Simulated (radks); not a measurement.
Results of a calculation; reference values are marked as such.
These are the eigenvalues of the occupied orbitals of an atom or ion with whole-number occupations (eV). Code: a radial shooting solver on a logarithmic mesh with Libxc functionals. Model: scalar-relativistic Kohn-Sham, BLYP, spin-unpolarised, spherical densities, finite nucleus; Fermi nuclear charge, rms radius of each element as measured or else 0.836 A^(1/3) + 0.57 fm.

orbital  eigenvalue
1s        -23053.84
2s        -3352.503
2p        -3006.156
3s        -608.5252
3p        -494.6827
3d        -312.5370
4s         -94.0783
4p         -61.8416
4d         -16.5564
5s         -12.1907

Which element is it, and in what charge state? The configuration may be excited.

Answer. Z = 45, rhodium, charge +1: Rh+ in [Kr] 4d7 5s1. The list shows which subshells hold electrons but not how many an open one holds; the 1s level, -847.21 hartree, gives Z - s = 41.2 by -(Z - s)^2/2, which with screening and relativity narrows Z to a few neighbours, and the depths of the outer levels then fix element, charge and occupations together.
